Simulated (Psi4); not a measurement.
cyanoethylene (C3H3N), singlet, geometry from GFN2-xTB; Psi4 with SVWN/6-31G.

Input for Psi4:
```
memory 2 GB

molecule mol {
0 1
  C    -0.180790   -1.615804    0.000369
  C     0.566617   -0.518232   -0.002496
  C     0.009846    0.778324    0.000146
  H    -1.257314   -1.565384    0.004886
  H     0.261224   -2.597650   -0.001716
  H     1.648648   -0.554021   -0.007033
  N    -0.432371    1.835904    0.002250
}

set basis 6-31g
set reference rks
set dft_basis_tolerance 1e-8

energy('svwn')
print_variables()
```

It wrote (shortened):

```
   => Loading Basis Set <=

    Name: 6-31G
    Role: ORBITAL
    Keyword: BASIS

         ---------------------------------------------------------
                                   SCF
               by Justin Turney, Rob Parrish, Andy Simmonett
                          and Daniel G. A. Smith
                              RKS Reference
         ---------------------------------------------------------

  ==> Geometry <==

    Molecular point group: c1
    Full point group: C1

    Geometry (in Angstrom), charge = 0, multiplicity = 1:

       Center              X                  Y                   Z               Mass
    ------------   -----------------  -----------------  -----------------  -----------------
         C           -0.168554943524    -1.704170856774     0.000296551604    12.000000000000
         C            0.578852056476    -0.606598856774    -0.002568448396    12.000000000000
         C            0.022081056476     0.689957143226     0.000073551604    12.000000000000
         H           -1.245078943524    -1.653750856774     0.004813551604     1.007825032230
         H            0.273459056476    -2.686016856774    -0.001788448396     1.007825032230
         H            1.660883056476    -0.642387856774    -0.007105448396     1.007825032230
         N           -0.420135943524     1.747537143226     0.002177551604    14.003074004430

  Running in c1 symmetry.

  Rotational constants: A =      1.68877  B =      0.16949  C =      0.15403 [cm^-1]
  Rotational constants: A =  50627.90677  B =   5081.19145  C =   4617.73921 [MHz]
  Nuclear repulsion =   90.989651039419201

  Charge       = 0
  Multiplicity = 1
  Electrons    = 28
  Nalpha       = 14
  Nbeta        = 14

  ==> Algorithm <==

  SCF Algorithm Type is DF.
  DIIS enabled.
  MOM disabled.
  Fractional occupation disabled.
  Guess Type is SAD.
  Energy threshold   = 1.00e-06
  Density threshold  = 1.00e-06
  Integral threshold = 1.00e-12

  ==> Primary Basis <==

  Basis Set: 6-31G
    Blend: 6-31G
    Number of shells: 26
    Number of basis functions: 42
    Number of Cartesian functions: 42
    Spherical Harmonics?: false
    Max angular momentum: 1

  ==> DFT Potential <==

   => LibXC <=

    Version 7.1.2
    S. Lehtola, C. Steigemann, M. J. T. Oliveira, and M. A. L. Marques,  SoftwareX 7, 1–5 (2018) (10.1016/j.softx.2017.11.002)

   => Composite Functional: SVWN <=

    Slater exchange
    Vosko, Wilk & Nusair (VWN5_RPA)
    P. A. M. Dirac,  Math. Proc. Cambridge Philos. Soc. 26, 376 (1930) (10.1017/S0305004100016108)
    F. Bloch,  Z. Phys. 57, 545 (1929) (10.1007/BF01340281)
    S. H. Vosko, L. Wilk, and M. Nusair,  Can. J. Phys. 58, 1200 (1980) (10.1139/p80-159)

    Deriv               =              1
    GGA                 =          FALSE
    Meta                =          FALSE

    Exchange Hybrid     =          FALSE
    MP2 Hybrid          =          FALSE

   => Exchange Functionals <=

    1.0000         XC_LDA_X

   => Correlation Functionals <=

    1.0000   XC_LDA_C_VWN_RPA

   => LibXC Density Thresholds  <==

    XC_LDA_C_VWN_RPA:  1.00E-15
    XC_LDA_X:  1.00E-15

   => Molecular Quadrature <=

    Radial Scheme          =       TREUTLER
    Pruning Scheme         =           NONE
    Nuclear Scheme         =       TREUTLER

    Blocking Scheme        =         OCTREE
    BS radius alpha        =              1
    Pruning alpha          =              1
    Radial Points          =             75
    Spherical Points       =            302
    Total Points           =         147121
    Total Blocks           =           1183
    Max Points             =            256
    Max Functions          =             41
    Weights Tolerance      =       1.00E-15

   => Loading Basis Set <=

    Name: (6-31G AUX)
    Role: JKFIT
    Keyword: DF_BASIS_SCF

  ==> Integral Setup <==

  SCF_SUBTYPE=INCORE selected. In-core MEM_DF algorithm will be used.
  Using in-core AOs.

  ==> MemDFJK: Density-Fitted J/K Matrices <==

    J tasked:                   Yes
    K tasked:                    No
    wK tasked:                   No
    Algorithm:                 Core
    Schwarz Cutoff:           1E-12
    Mask sparsity (%):       0.5669
    Fitting Condition:        1E-10

   => Auxiliary Basis Set <=

  Basis Set: (6-31G AUX)
    Blend: CC-PVDZ-JKFIT
    Number of shells: 123
    Number of basis functions: 399
    Number of Cartesian functions: 399
    Spherical Harmonics?: false
    Max angular momentum: 3

  Minimum eigenvalue in the overlap matrix is 2.0812895588E-03.
  Reciprocal condition number of the overlap matrix is 4.5359606075E-04.
    Using symmetric orthogonalization.

  ==> Pre-Iterations <==

  SCF Guess: Superposition of Atomic Densities via on-the-fly atomic UHF (no occupation information).

   -------------------------
    Irrep   Nso     Nmo
   -------------------------
     A         42      42
   -------------------------
    Total      42      42
   -------------------------

  ==> Iterations <==

                           Total Energy        Delta E     RMS |[F,P]|

   @DF-RKS iter SAD:  -169.32506324148454   -1.69325e+02   0.00000e+00
   @DF-RKS iter   1:  -169.51063274475101   -1.85570e-01   1.69200e-02 DIIS/ADIIS
   @DF-RKS iter   2:  -169.25305137497213    2.57581e-01   2.38592e-02 DIIS/ADIIS
   @DF-RKS iter   3:  -169.66693248985217   -4.13881e-01   1.20895e-02 DIIS/ADIIS
   @DF-RKS iter   4:  -169.78468365882225   -1.17751e-01   2.70059e-03 DIIS/ADIIS
   @DF-RKS iter   5:  -169.79014657020710   -5.46291e-03   8.93709e-04 DIIS/ADIIS
   @DF-RKS iter   6:  -169.79082774288926   -6.81173e-04   4.62680e-04 DIIS/ADIIS
   @DF-RKS iter   7:  -169.79104888826734   -2.21145e-04   6.23195e-05 DIIS
   @DF-RKS iter   8:  -169.79105307595933   -4.18769e-06   6.95216e-06 DIIS
   @DF-RKS iter   9:  -169.79105312722496   -5.12656e-08   1.11936e-06 DIIS
   @DF-RKS iter  10:  -169.79105312848441   -1.25945e-09   2.92098e-07 DIIS
  Energy and wave function converged.

  ==> Post-Iterations <==

   Electrons on quadrature grid:
      Ntotal   =   27.9999960693 ; deviation = -3.931e-06

    Orbital Energies [Eh]
    ---------------------

    Doubly Occupied:

[...]
    Virtual:

[...]
      42A      1.632771

    Final Occupation by Irrep:
              A
    DOCC [    14 ]
    NA   [    14 ]
    NB   [    14 ]

  @DF-RKS Final Energy:  -169.79105312848441

   => Energetics <=

    Nuclear Repulsion Energy =             90.9896510394192006
    One-Electron Energy =                -408.8466449774959415
    Two-Electron Energy =                 171.2832842052016531
    DFT Exchange-Correlation Energy =     -23.2173433956093120
    Empirical Dispersion Energy =           0.0000000000000000
    VV10 Nonlocal Energy =                  0.0000000000000000
    Total Energy =                       -169.7910531284844069

Computation Completed

Properties will be evaluated at   0.000000,   0.000000,   0.000000 [a0]

Properties computed using the SCF density matrix

 Multipole Moments:

 ------------------------------------------------------------------------------------
     Multipole            Electronic (a.u.)      Nuclear  (a.u.)        Total (a.u.)
 ------------------------------------------------------------------------------------

 L = 1.  Multiply by 2.5417464519 to convert [e a0] to [Debye]
 Dipole X            :         -0.1907858            0.6473835            0.4565977
 Dipole Y            :          3.2366089           -4.6756945           -1.4390856
 Dipole Z            :          0.0015754           -0.0038315           -0.0022561
 Magnitude           :                                                    1.5097861

 ------------------------------------------------------------------------------------

  Variable Map:
  ----------------------------------------------------------------------------
[...]
  Array Variable Map:
  ----------------------------------------------------------------------------
[...]
[...]
```
